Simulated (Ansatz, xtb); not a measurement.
## Relaxing a trial structure of CH4ClGaGe

The starting geometry of this gas-phase singlet was built from a drawn formula by distance geometry; its bonds are those of `[CH2]=[Ge]([Cl])[GaH2]`.

```tsv
atom	x (Å)	y (Å)	z (Å)
C	-0.2709	-0.9314	-3.3109
Cl	-2.4951	0.9535	-0.8382
Ga	1.2277	0.8705	-1.1206
Ge	-0.8371	-0.0565	-1.7947
H	0.7693	-1.3278	-3.5532
H	-0.9517	-1.0656	-4.1785
H	2.0444	0.8530	-0.0111
H	1.5063	2.0137	-2.0999
```

Predict what becomes of its bonds when it is optimised with r2SCAN-D4/def2-SVP.

A new bond forms, giving a structure with Cl2 bridging Ga3 and Ge4, given below by its coordinates. Distances that change by over a tenth: Cl2–Ge4 (2.16 → 2.44 Å), Ga3–H7 (1.38 → 1.55 Å). Contacts that close: Cl2–Ga3 (3.73 → 2.42 Å).

The energy falls by 1.69 eV over 25 steps:

| step | E − E(last) (eV) |
| --- | --- |
| 1 | 1.687 |
| 4 | 0.366 |
| 6 | 0.298 |
| 9 | 0.232 |
| 12 | 0.211 |
| 14 | 0.206 |
| 17 | 0.051 |
| 20 | 0.002 |
| 22 | 0.000 |
| 25 | 0.000 |

Final geometry (Å):

```xyz
8

C    -0.5303   -1.2888   -3.5863
Cl   -1.2572    0.9311   -1.0756
Ga    1.0884    1.4685   -0.8456
Ge    0.3643   -0.1784   -2.5282
H     0.0144   -1.8900   -4.3214
H    -1.6177   -1.3981   -3.5380
H     1.6098    0.7939    0.4470
H     1.3210    2.8713   -1.4588
```

From the same start GFN2-xTB ends elsewhere, differing in C1–Ga3 (2.06 against 4.21 Å here), Ga3–Ge4 (3.10 against 2.46 Å here).

No frequencies were run, so the end isn't proven a minimum. Run with Ansatz 0.2.0, 95 s on 2 threads of Arm Neoverse V2, on a shared host.
